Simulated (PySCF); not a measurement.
CdS. Atoms are numbered in the order given.

```xyz
2

Cd     0.0000     0.0000    -0.5575
S      0.0000     0.0000     1.6724
```
Charge 0, spin multiplicity 1.

Geometry optimised at r2SCAN-D4/def2-TZVPD. The def2 effective core potentials stand for the cores of Cd; spin–orbit coupling is left out.

Vertical ionisation energy (IE) and electron affinity (EA) in eV. Rows of orbital energies are one-electron estimates. Where ΔSCF, EOM or ADC give a negative EA the extra electron is unbound and the value depends on the basis.

```
level                                            IE    EA
---------------------------------------------  ----  ----
−ε(HOMO), −ε(LUMO), M06-2X/def2-TZVPD (PySCF)  7.38  3.54
−ε(HOMO), −ε(LUMO), ωB97X/def2-TZVPD (PySCF)   8.57  2.39
```
